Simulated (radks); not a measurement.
Values are calculated unless marked as measured or tabulated.
Initial-state core-level shifts of the cadmium ion Cd+ when its valence configuration changes from [Kr] 4d10 5s1. Level of theory: scalar-relativistic Kohn-Sham, PBE, spin-polarised, spherical densities, finite nucleus; open shells are filled with parallel spins first (spin-orbit coupling, left out, can overturn this in heavy ions); Fermi nuclear charge, rms radius 4.6087 fm (a radial shooting solver on a logarithmic mesh with Libxc functionals). Shifts are changes of the shell-averaged eigenvalues in eV (positive: less bound); the change of the density at the nucleus, which sets a Mossbauer isomer shift, is in e/bohr^3, on a base of 1.637e+05.

valence	2s	2p	3s	3p	density at nucleus
4d9.5 5s1.5	-2.832	-2.823	-2.765	-2.766	+18.06
4d8 5s1 5p2	-14.487	-14.445	-14.173	-14.173	+19.03
4d9 5s2	-5.767	-5.750	-5.621	-5.621	+37.95
4d10 5p1	-1.567	-1.566	-1.591	-1.591	-27.03
4d10 5s0.5 5p0.5	-0.794	-0.794	-0.806	-0.806	-13.30
4d9 5s1 5p1	-7.131	-7.112	-7.008	-7.008	+8.90
4d8 5s2 5p1	-13.356	-13.318	-13.020	-13.020	+52.50
4d9 5s1.5 5p0.5	-6.493	-6.475	-6.357	-6.358	+23.78
4d9.5 5s1 5p0.5	-3.541	-3.532	-3.488	-3.488	+4.31
